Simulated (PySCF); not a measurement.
Re²⁺: ionisation energy

Re²⁺ [Xe] 4f14 5d5 (6S) → Re³⁺ [Xe] 4f14 5d4 (5D), as a difference of total energies. Calculation: PySCF 2.14, in aug-cc-pwCVDZ-PP with ECP60MDF; a scalar-relativistic core potential. Correlated levels: valence: 5s2 5p6 frozen. The calculations carry no spin-orbit coupling.

```json
{"method": "UHF", "ionisation energy (eV)": "27.264"}
{"method": "MP2 (valence)", "ionisation energy (eV)": "27.820"}
{"method": "SCS-MP2 (valence)", "ionisation energy (eV)": "27.449"}
{"method": "CCSD (valence)", "ionisation energy (eV)": "27.865"}
{"method": "CCSD(T) (valence)", "ionisation energy (eV)": "27.872"}
```

**Question.** How much does correlation contribute at CCSD(T) (valence)?

**Answer.** 27.872 − (27.264) = 0.608 eV, measured against UHF.

The reference lies between the lowest fine-structure levels, while these numbers refer to the centres of the terms.

Errors of the correlated levels include the incompleteness of this basis and the frozen core.

For comparison: 27 ± 1.6 eV (theoretical estimate listed by NIST; NIST Atomic Spectra Database, ionization energies).
